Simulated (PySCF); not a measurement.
# Radial density of Se²⁺ (selenium, charge +2)

UHF, [Ar] 3d10 4s2 4p1 4d1, one real determinant (an excited configuration). Calculation: PySCF 2.14, in aug-cc-pwCVTZ-PP with ECP10MDF; a scalar-relativistic core potential. This is the valence pseudo-density: the core potential removes the inner electrons and smooths the orbitals near the nucleus.

```
r (bohr)  4πr²ρ (e/bohr)  4πr²(ρα − ρβ)
0.000597       2.903e-05         0.0000
 0.00100       8.191e-05         0.0000
 0.00169       0.0002301         0.0000
 0.00284       0.0006380         0.0000
 0.00478        0.001710         0.0000
 0.00803        0.004235         0.0000
  0.0135        0.009224         0.0000
  0.0227         0.01789         0.0000
  0.0382         0.03190         0.0000
  0.0643          0.1053         0.0003
   0.108          0.7817         0.0029
   0.182           4.985         0.0217
   0.306           19.95         0.1131
   0.515           32.18         0.1167
   0.866           11.86         0.0322
    1.46           3.100         0.7222
    2.45           1.183         0.7141
    4.12          0.2109         0.2027
    6.93        0.009676         0.0097
```

⟨L²⟩ = 8.02 against 12 for a pure F term, so this real determinant mixes terms. Energies and moments cover only the electrons outside the core potential. The outer electron is Rydberg-like, and this basis confines it to a smaller radius and binds it less than a complete one would.
